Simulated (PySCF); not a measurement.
Dipole response of Tc (technetium, neutral)

[Kr] 4d5 5s2, high-spin 6S determinant. All numbers are calculated (PySCF 2.14, a scalar-relativistic core potential, in aug-cc-pwCVTZ-PP with ECP28MDF). Coupled (time-dependent) response in atomic units; α is the mean over directions.

| method | mean α (bohr³) | C₆ (like pair) | S(−4) |
| --- | --- | --- | --- |
| UHF | 138.2 | 1576 | 30850 |
| PBE | 85.34 | 968.4 | 4283 |

S(−4) is the Cauchy moment in α(ω) = α(0) + S(−4) ω² + …

Reference α: 79 ± 10 bohr³ (recommended; Schwerdtfeger and Nagle, table of static dipole polarizabilities (2023 update)). Published C₆: 939.0 (Gould and Bucko (2016)).

Hartree-Fock lies above the reference because it lacks correlation, which contracts the outer shell.

α(iu) at UHF:

```json
{"u (hartree)": "0", "α(iu) (bohr³)": "138.2"}
{"u (hartree)": "0.0500", "α(iu) (bohr³)": "102.2"}
{"u (hartree)": "0.100", "α(iu) (bohr³)": "72.15"}
{"u (hartree)": "0.200", "α(iu) (bohr³)": "39.38"}
{"u (hartree)": "0.300", "α(iu) (bohr³)": "24.80"}
{"u (hartree)": "0.500", "α(iu) (bohr³)": "13.32"}
{"u (hartree)": "0.750", "α(iu) (bohr³)": "8.110"}
{"u (hartree)": "1.00", "α(iu) (bohr³)": "5.680"}
{"u (hartree)": "1.50", "α(iu) (bohr³)": "3.353"}
{"u (hartree)": "2.00", "α(iu) (bohr³)": "2.236"}
{"u (hartree)": "3.00", "α(iu) (bohr³)": "1.192"}
{"u (hartree)": "5.00", "α(iu) (bohr³)": "0.4940"}
```

A single London oscillator, α(iu) = α/(1 + u²/ω²), gives C₆ = (3/4) ω α². Matching the computed C₆ needs ω = 4 × 1576 / (3 × 138.2²) = 0.110 hartree.

Energies and moments cover only the electrons outside the core potential.
